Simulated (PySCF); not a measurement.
Compound: C5H7FOS.
Geometry (GFN2-xTB, Å), atoms numbered from 1 in this order:
```xyz
15
C5H7FOS angstrom
C     -2.4317    0.0154   -0.3562
C     -1.1243   -0.5794    0.1480
C      0.0606    0.2945   -0.1748
O      0.0034    1.3257   -0.7916
C      1.3638   -0.2277    0.3666
S      2.1300    0.7869    1.6736
C      2.6217    0.4609   -0.0167
F      3.7196   -0.2948   -0.2171
H     -2.6018    0.9866    0.1005
H     -2.3918    0.1519   -1.4338
H     -3.2645   -0.6388   -0.1138
H     -1.1516   -0.7164    1.2326
H     -0.9507   -1.5631   -0.2974
H      1.4201   -1.2929    0.5642
H      2.5927    1.2991   -0.7060
```

Method used: TDDFT PBE0/def2-SVPD, vertical, gas phase, core orbitals frozen in the response (PySCF).

Ground-to-excited transition dipoles (e·a0, same axes as the geometry; the sign carries no meaning), for the states with f of 0.002 or more among the lowest 8:

| state | E (eV) | μx | μy | μz |
| --- | --- | --- | --- | --- |
| S4 | 6.284 | 0.289 | -0.003 | -0.012 |
| S5 | 6.641 | 0.106 | -0.053 | 0.143 |
| S6 | 6.837 | -0.050 | 0.250 | -0.050 |
| S7 | 6.853 | 0.081 | 0.080 | 0.007 |
| S8 | 6.931 | -0.613 | 0.107 | -0.200 |

(1) Work out the oscillator strengths.

(2) What angle do the transition dipoles of S4 and S8 make?

(3) What peak molar absorption coefficient would the strongest computed level give as a lone Gaussian band 0.3 eV wide at half height?

Answers

(1) f = (2/3) ΔE |μ|² with ΔE in hartree (27.2114 eV).

```tsv
state	|μ|² (au)	|μ| (D)	f
S4	0.084	0.74	0.013
S5	0.035	0.47	0.006
S6	0.067	0.66	0.011
S7	0.013	0.29	0.002
S8	0.427	1.66	0.073
```

(2) |cos θ| = |μa·μb| / (|μa| |μb|) = 0.93, so θ ≈ 22° (taken between 0 and 90°, since the signs are arbitrary).

(3) ε(max) = 2.175×10⁸ f / FWHM, with the width in cm⁻¹. S8: 2.175×10⁸ × 0.0726 / 2420 ≈ 6500 L mol⁻¹ cm⁻¹.

The run took 81 s of wall time on Arm Neoverse N1, one thread, shared host.

One conformer stands for the species.
